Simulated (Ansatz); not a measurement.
Ansatz (a first-principles code) job for (methylsilylamino)silylmethane (C2H11NSi2), SMILES C[SiH2]N[SiH2]C, PBE-D3(BJ)/def2-SVP. 

Ansatz 0.2 input:
```yaml
crystal:
  periodic: [false, false, false]
  atoms:
    - {symbol: Si, position_ang: [0.14468448, 0.50183854, 1.57447218]}
    - {symbol: C, position_ang: [-0.01560663, -1.19958714, 2.35249485]}
    - {symbol: N, position_ang: [-0.59472457, 0.61773826, 0.00000000]}
    - {symbol: Si, position_ang: [0.14468448, 0.50183854, -1.57447218]}
    - {symbol: C, position_ang: [-0.01560663, -1.19958714, -2.35249485]}
    - {symbol: H, position_ang: [1.59131449, 0.83460475, 1.39922171]}
    - {symbol: H, position_ang: [-0.48967078, 1.50310313, 2.49120868]}
    - {symbol: H, position_ang: [0.46020021, -1.22259859, 3.34608768]}
    - {symbol: H, position_ang: [-1.07337023, -1.48018954, 2.47775269]}
    - {symbol: H, position_ang: [0.46614817, -1.96413226, 1.72308668]}
    - {symbol: H, position_ang: [-1.61005762, 0.67782375, -0.00000000]}
    - {symbol: H, position_ang: [-0.48967078, 1.50310313, -2.49120868]}
    - {symbol: H, position_ang: [1.59131448, 0.83460475, -1.39922171]}
    - {symbol: H, position_ang: [0.46020022, -1.22259859, -3.34608768]}
    - {symbol: H, position_ang: [0.46614817, -1.96413225, -1.72308668]}
    - {symbol: H, position_ang: [-1.07337023, -1.48018953, -2.47775268]}
basis:
  gaussian:
    orbitals: def2-SVP
hamiltonian:
  xc: pbe
  dispersion: d3bj
relax: {f_tol: 0.002, max_steps: 200}
```

It prints:

```
WARN ansatz: RAYON_NUM_THREADS=1 ignored (pool sized by the plan → 1); use --threads N
Functional definition: PBE
integrals: 0.08 GiB planned
1518 factors; their error is unknown
mean field: 0.43 GiB planned
mean field evaluation 1: about -19460.6526 eV, gradient 9.0e1 eV
mean field evaluation 2: about -19421.1158 eV, gradient 1.4e2 eV
mean field evaluation 4: about -19478.7625 eV, gradient 1.3e1 eV
mean field evaluation 8: about -19479.0745 eV, gradient 2.2e-1 eV
mean field evaluation 16: about -19479.0746 eV, gradient 6.7e-5 eV
mean field -19479.07461258 eV, -715.8427886213 hartree, gradient 6.7e-5 eV, S^2 0.000000; 0 other end points of the search recorded, 0 dependent functions left out
the calculation of the forces begins
reference -19479.07465723 eV, -715.8427902622 hartree; 29, 29 occupied and 104, 104 virtual orbitals, 1518 factors
relax step   1: F+E_penalty+E_count = -19479.43397642 eV  Δ(F+E_penalty+E_count) = +0.000e0 eV  max|allowed force component| = 3.708e-1 eV/Å  Δτ_max = 0.0000 Å  (28 SCF iters, accepted)
these checks for a lower state are left out or cut short: starts, cluster_reference, orbital_swaps, neighbouring_geometries, increment
integrals: 0.08 GiB planned
1518 factors; their error is unknown
mean field: 0.43 GiB planned
mean field -19479.09300113 eV, -715.8434643881 hartree, gradient 9.4e-6 eV, S^2 0.000000; 0 other end points of the search recorded, 0 dependent functions left out
the calculation of the forces begins
reference -19479.09304590 eV, -715.8434660335 hartree; 29, 29 occupied and 104, 104 virtual orbitals, 1518 factors
relax step   2: F+E_penalty+E_count = -19479.45062937 eV  Δ(F+E_penalty+E_count) = -1.665e-2 eV  max|allowed force component| = 9.574e-2 eV/Å  Δτ_max = 0.0149 Å  (32 SCF iters, accepted)
these checks for a lower state are left out or cut short: starts, cluster_reference, orbital_swaps, neighbouring_geometries, increment
integrals: 0.08 GiB planned
1518 factors; their error is unknown
mean field: 0.43 GiB planned
mean field evaluation 32: about -19479.0965 eV, gradient 9.6e-6 eV
mean field -19479.09648005 eV, -715.8435922361 hartree, gradient 9.6e-6 eV, S^2 0.000000; 0 other end points of the search recorded, 0 dependent functions left out
the calculation of the forces begins
reference -19479.09652487 eV, -715.8435938832 hartree; 29, 29 occupied and 104, 104 virtual orbitals, 1518 factors
relax step   3: F+E_penalty+E_count = -19479.45303246 eV  Δ(F+E_penalty+E_count) = -2.403e-3 eV  max|allowed force component| = 1.994e-2 eV/Å  Δτ_max = 0.0083 Å  (32 SCF iters, accepted)
these checks for a lower state are left out or cut short: starts, cluster_reference, orbital_swaps, neighbouring_geometries, increment
integrals: 0.08 GiB planned
1518 factors; their error is unknown
mean field: 0.43 GiB planned
mean field -19479.09652214 eV, -715.8435937827 hartree, gradient 9.6e-6 eV, S^2 0.000000; 0 other end points of the search recorded, 0 dependent functions left out
the calculation of the forces begins
reference -19479.09656696 eV, -715.8435954298 hartree; 29, 29 occupied and 104, 104 virtual orbitals, 1518 factors
relax step   4: F+E_penalty+E_count = -19479.45306414 eV  Δ(F+E_penalty+E_count) = -3.168e-5 eV  max|allowed force component| = 5.550e-3 eV/Å  Δτ_max = 0.0025 Å  (23 SCF iters, accepted)
these checks for a lower state are left out or cut short: starts, cluster_reference, orbital_swaps, neighbouring_geometries, increment
integrals: 0.08 GiB planned
1518 factors; their error is unknown
mean field: 0.43 GiB planned
mean field -19479.09642572 eV, -715.8435902394 hartree, gradient 1.1e-5 eV, S^2 0.000000; 0 other end points of the search recorded, 0 dependent functions left out
the calculation of the forces begins
reference -19479.09647052 eV, -715.8435918858 hartree; 29, 29 occupied and 104, 104 virtual orbitals, 1518 factors
relax step   5: F+E_penalty+E_count = -19479.45310085 eV  Δ(F+E_penalty+E_count) = -3.671e-5 eV  max|allowed force component| = 7.273e-3 eV/Å  Δτ_max = 0.0063 Å  (23 SCF iters, accepted)
these checks for a lower state are left out or cut short: starts, cluster_reference, orbital_swaps, neighbouring_geometries, increment
integrals: 0.08 GiB planned
1518 factors; their error is unknown
mean field: 0.43 GiB planned
mean field -19479.09617978 eV, -715.8435812013 hartree, gradient 9.5e-6 eV, S^2 0.000000; 0 other end points of the search recorded, 0 dependent functions left out
the calculation of the forces begins
reference -19479.09622455 eV, -715.8435828465 hartree; 29, 29 occupied and 104, 104 virtual orbitals, 1518 factors
relax step   6: F+E_penalty+E_count = -19479.45314713 eV  Δ(F+E_penalty+E_count) = -4.628e-5 eV  max|allowed force component| = 1.361e-2 eV/Å  Δτ_max = 0.0136 Å  (31 SCF iters, accepted)
these checks for a lower state are left out or cut short: starts, cluster_reference, orbital_swaps, neighbouring_geometries, increment
integrals: 0.08 GiB planned
1518 factors; their error is unknown
mean field: 0.43 GiB planned
mean field -19479.09571740 eV, -715.8435642093 hartree, gradient 9.5e-6 eV, S^2 0.000000; 0 other end points of the search recorded, 0 dependent functions left out
the calculation of the forces begins
reference -19479.09576211 eV, -715.8435658521 hartree; 29, 29 occupied and 104, 104 virtual orbitals, 1518 factors
relax step   7: F+E_penalty+E_count = -19479.45320143 eV  Δ(F+E_penalty+E_count) = -5.429e-5 eV  max|allowed force component| = 1.780e-2 eV/Å  Δτ_max = 0.0222 Å  (31 SCF iters, accepted)
these checks for a lower state are left out or cut short: starts, cluster_reference, orbital_swaps, neighbouring_geometries, increment
integrals: 0.08 GiB planned
1518 factors; their error is unknown
mean field: 0.43 GiB planned
mean field evaluation 64: about -19479.1867 eV, gradient 7.6e-1 eV
mean field -19479.09535033 eV, -715.8435507195 hartree, gradient 9.4e-6 eV, S^2 0.000000; 0 other end points of the search recorded, 0 dependent functions left out
the calculation of the forces begins
reference -19479.09539497 eV, -715.8435523601 hartree; 29, 29 occupied and 104, 104 virtual orbitals, 1518 factors
relax step   8: F+E_penalty+E_count = -19479.45326798 eV  Δ(F+E_penalty+E_count) = -6.656e-5 eV  max|allowed force component| = 1.139e-2 eV/Å  Δτ_max = 0.0242 Å  (31 SCF iters, accepted)
these checks for a lower state are left out or cut short: starts, cluster_reference, orbital_swaps, neighbouring_geometries, increment
integrals: 0.08 GiB planned
1518 factors; their error is unknown
mean field: 0.43 GiB planned
mean field -19479.09491728 eV, -715.8435348053 hartree, gradient 9.3e-6 eV, S^2 0.000000; 0 other end points of the search recorded, 0 dependent functions left out
the calculation of the forces begins
reference -19479.09496184 eV, -715.8435364427 hartree; 29, 29 occupied and 104, 104 virtual orbitals, 1518 factors
relax step   9: F+E_penalty+E_count = -19479.45333245 eV  Δ(F+E_penalty+E_count) = -6.447e-5 eV  max|allowed force component| = 1.077e-2 eV/Å  Δτ_max = 0.0346 Å  (31 SCF iters, accepted)
these checks for a lower state are left out or cut short: starts, cluster_reference, orbital_swaps, neighbouring_geometries, increment
integrals: 0.08 GiB planned
1518 factors; their error is unknown
mean field: 0.43 GiB planned
mean field -19479.09460473 eV, -715.8435233194 hartree, gradient 9.3e-6 eV, S^2 0.000000; 0 other end points of the search recorded, 0 dependent functions left out
the calculation of the forces begins
reference -19479.09464924 eV, -715.8435249550 hartree; 29, 29 occupied and 104, 104 virtual orbitals, 1518 factors
relax step  10: F+E_penalty+E_count = -19479.45334242 eV  Δ(F+E_penalty+E_count) = -9.974e-6 eV  max|allowed force component| = 1.088e-2 eV/Å  Δτ_max = 0.0227 Å  (31 SCF iters, accepted)
these checks for a lower state are left out or cut short: starts, cluster_reference, orbital_swaps, neighbouring_geometries, increment
integrals: 0.08 GiB planned
1518 factors; their error is unknown
mean field: 0.43 GiB planned
mean field -19479.09472520 eV, -715.8435277466 hartree, gradient 1.0e-5 eV, S^2 0.000000; 0 other end points of the search recorded, 0 dependent functions left out
the calculation of the forces begins
reference -19479.09476972 eV, -715.8435293824 hartree; 29, 29 occupied and 104, 104 virtual orbitals, 1518 factors
relax step  11: F+E_penalty+E_count = -19479.45336120 eV  Δ(F+E_penalty+E_count) = -1.878e-5 eV  max|allowed force component| = 4.701e-3 eV/Å  Δτ_max = 0.0038 Å  (23 SCF iters, accepted)
these checks for a lower state are left out or cut short: starts, cluster_reference, orbital_swaps, neighbouring_geometries, increment
integrals: 0.08 GiB planned
1518 factors; their error is unknown
mean field: 0.43 GiB planned
mean field evaluation 96: about -19479.0947 eV, gradient 8.5e-2 eV
mean field -19479.09477644 eV, -715.8435296294 hartree, gradient 8.0e-6 eV, S^2 0.000000; 0 other end points of the search recorded, 0 dependent functions left out
the calculation of the forces begins
reference -19479.09482095 eV, -715.8435312654 hartree; 29, 29 occupied and 104, 104 virtual orbitals, 1518 factors
relax step  12: F+E_penalty+E_count = -19479.45336388 eV  Δ(F+E_penalty+E_count) = -2.673e-6 eV  max|allowed force component| = 1.621e-3 eV/Å  Δτ_max = 0.0030 Å  (24 SCF iters, accepted)
integrals: 0.08 GiB planned
1518 factors; their error is unknown
mean field: 0.43 GiB planned
mean field -19479.09477644 eV, -715.8435296294 hartree, gradient 8.0e-6 eV, S^2 0.000000; 1 other end points of the search recorded, 0 dependent functions left out
the calculation of the forces begins
reference -19479.09482095 eV, -715.8435312654 hartree; 29, 29 occupied and 104, 104 virtual orbitals, 1518 factors
Total energy: -19479.45340839 eV, -715.8567091107 hartree
Atom 0 at     0.141404     0.517284     1.582280 Å, force    -0.001187    -0.001043    -0.000473 eV/Å
Atom 1 at    -0.011636    -1.226426     2.294904 Å, force     0.000244     0.001175    -0.000633 eV/Å
Atom 2 at    -0.597442     0.707491     0.000000 Å, force     0.001459    -0.000631     0.000000 eV/Å
Atom 3 at     0.141404     0.517284    -1.582280 Å, force    -0.001187    -0.001043     0.000473 eV/Å
Atom 4 at    -0.011636    -1.226426    -2.294904 Å, force     0.000244     0.001175     0.000633 eV/Å
Atom 5 at     1.597867     0.862672     1.423863 Å, force    -0.000055     0.000024    -0.000454 eV/Å
Atom 6 at    -0.509853     1.485231     2.538889 Å, force    -0.000194    -0.000294    -0.000052 eV/Å
Atom 7 at     0.468501    -1.287799     3.293866 Å, force    -0.000222     0.000083    -0.000509 eV/Å
Atom 8 at    -1.075279    -1.520167     2.409382 Å, force     0.000139    -0.000016    -0.000026 eV/Å
Atom 9 at     0.477996    -1.967751     1.630612 Å, force    -0.000267     0.000417     0.000447 eV/Å
Atom 10 at    -1.617942     0.808062     0.000000 Å, force     0.001621    -0.000060     0.000000 eV/Å
Atom 11 at    -0.509853     1.485231    -2.538889 Å, force    -0.000194    -0.000294     0.000052 eV/Å
Atom 12 at     1.597867     0.862672    -1.423863 Å, force    -0.000055     0.000024     0.000454 eV/Å
Atom 13 at     0.468501    -1.287799    -3.293866 Å, force    -0.000222     0.000083     0.000509 eV/Å
Atom 14 at     0.477996    -1.967751    -1.630612 Å, force    -0.000267     0.000417    -0.000447 eV/Å
Atom 15 at    -1.075279    -1.520167    -2.409382 Å, force     0.000139    -0.000016     0.000026 eV/Å
Dipole moment:    -0.216628    -0.241663    -0.000000 e Å
```

The run converged.
